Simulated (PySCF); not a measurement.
Isomers of C8H12N2, one GFN2-xTB conformer each. Single-point energies are computed at PBE0/pcSseg-1 (PySCF, gas phase, no added dispersion term), electronic only.

```csv
SMILES,GFN2-xTB relative energy (kcal/mol)
Cc1cnn(C2CCC2)c1,0.7
Cc1ccn(C2CCC2)n1,0.0
C=C/C=N\N=C(/C=C)CC,57.0
CCn1nccc1C1CC1,7.6
CCc1cc(C)nnc1C,5.2
C#C[C@@H](CC#N)CCNC,67.5
```

Conformers: `[CH3:1][c:2]1[cH:3][n:4][n:5]([CH:6]2[CH2:7][CH2:8][CH2:9]2)[cH:10]1` with N4–N5–C6–C7 -51°, N5–C6–C7–C8 133°, C6–C7–C8–C9 -14°, C7–C8–C9–C6 14°, N5–C6–C9–C8 -133°; `[CH3:1][c:2]1[cH:3][cH:4][n:5]([CH:6]2[CH2:7][CH2:8][CH2:9]2)[n:10]1` with C4–N5–C6–C7 129°, N5–C6–C7–C8 133°, C6–C7–C8–C9 -14°, C7–C8–C9–C6 14°, N5–C6–C9–C8 -133°; `[CH2:1]=[CH:2]/[CH:3]=[N:4]\[N:5]=[C:6](/[CH:7]=[CH2:8])[CH2:9][CH3:10]` with C1–C2–C3–N4 -177°, C3–N4–N5–C6 105°, N5–C6–C7–C8 14°, N5–C6–C9–C10 -111°; `[CH3:1][CH2:2][n:3]1[n:4][cH:5][cH:6][c:7]1[CH:8]1[CH2:9][CH2:10]1` with C1–C2–N3–N4 97°, C6–C7–C8–C9 36°; `[CH3:1][CH2:2][c:3]1[cH:4][c:5]([CH3:6])[n:7][n:8][c:9]1[CH3:10]` with C1–C2–C3–C4 87°; `[CH:1]#[C:2][C@@H:3]([CH2:4][C:5]#[N:6])[CH2:7][CH2:8][NH:9][CH3:10]` with C2–C3–C4–C5 71°, C2–C3–C7–C8 -178°, C3–C7–C8–N9 -50°, C7–C8–N9–C10 180°.

Question: What does PBE0/pcSseg-1 give for the same structures?

Answer: 
```csv
SMILES,PBE0/pcSseg-1 E (Eh),PBE0/pcSseg-1 (kcal/mol),GFN2-xTB (kcal/mol),point group
CCc1cc(C)nnc1C,-421.00318,0.0,5.2,C1
Cc1ccn(C2CCC2)n1,-420.99310,6.3,0.0,–
Cc1cnn(C2CCC2)c1,-420.98988,8.3,0.7,–
CCn1nccc1C1CC1,-420.98474,11.6,7.6,C1
C#C[C@@H](CC#N)CCNC,-420.92444,49.4,67.5,C1
C=C/C=N\N=C(/C=C)CC,-420.91696,54.1,57.0,C1
```

GFN2-xTB puts Cc1ccn(C2CCC2)n1 lowest instead; measured from each level's own lowest isomer, the values differ by up to 18.1 kcal/mol (C#C[C@@H](CC#N)CCNC: 67.5 against 49.4). As drawn, the lowest has an aromatic ring, which the highest lacks; the highest has a C=N bond and a C=C bond outside aromatic rings, which the lowest lacks. Neighbours under 2.5 kcal/mol apart (Cc1ccn(C2CCC2)n1 and Cc1cnn(C2CCC2)c1) can change places with a better method, another conformer or zero-point energy.

Question: Which frontier levels, dipoles and rotational constants go with these structures?

Answer: 
```
             SMILES  HOMO (eV, PBE0/pcSseg-1)  LUMO (eV)  dipole (D)       A, B, C (MHz)
     CCc1cc(C)nnc1C                     -6.30      -1.06        4.46   2085, 1073, 759.3
   Cc1ccn(C2CCC2)n1                     -6.70       0.70        1.67  3160, 844.0, 746.9
   Cc1cnn(C2CCC2)c1                     -6.59       0.63        2.01  4494, 728.5, 698.1
     CCn1nccc1C1CC1                     -6.41       0.67        2.86   1904, 1172, 813.8
C#C[C@@H](CC#N)CCNC                     -6.87       0.69        4.35  1885, 813.5, 656.1
C=C/C=N\N=C(/C=C)CC                     -6.33      -1.27        1.72  2556, 679.2, 617.5
```
